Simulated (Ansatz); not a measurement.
Two isomers of C3H7BO: A = `B/C=C/CO`, B = `BCC(C)=O`.

Isolated molecules relaxed with PBE0-D4/def2-TZVP in Ansatz; ΔE leaves out vibrations. CCSD(T)/CBS is the MP2 limit (def2-TZVPP, def2-QZVPP) plus CCSD(T) − MP2 in def2-TZVPP, frozen cores. Functionals use def2-TZVPP. B3LYP here is the variant with VWN-RPA as its local correlation; programs differ in this. Each species was taken in one conformer, which may not be the lowest.

(1) Which is lower in electronic energy at CCSD(T)/CBS, and by how much? (Best estimate.)

(2) Give E(B) − E(A) in kcal/mol with r2SCAN-D4, PBE0-D4, CCSD(T)/def2-SVP, CCSD(T)/def2-TZVPP, B3LYP, CCSD/def2-TZVPP, BLYP-D4. (Estimate.)

(3) Does the order hold for the free energy at 298.15 K (harmonic terms from PBE0-D4)? (Best estimate.)

Largest T1 diagnostic: 0.014.

Answers

(1) Computed: B, by 15.1 kcal/mol.

(2) The calculation gave: r2SCAN-D4 -17.9, PBE0-D4 -16.9, CCSD(T)/def2-SVP -18.9, CCSD(T)/def2-TZVPP -15.6, B3LYP -15.5, CCSD/def2-TZVPP -15.7, BLYP-D4 -16.1. None reverses the order clearly.

(3) Ansatz gave: Yes: G(B) − G(A) = -16.8 kcal/mol, for one conformer each.

At CCSD(T), def2-SVP lies −3.8 kcal/mol from the extrapolated value and def2-TZVPP −0.5 kcal/mol. Leaving LDA and LC-ωPBE aside and taking each functional with its dispersion term where it has one, the values, not all of them listed here, spread over 2.4 kcal/mol, from ωB97X-V to BHLYP-D4.
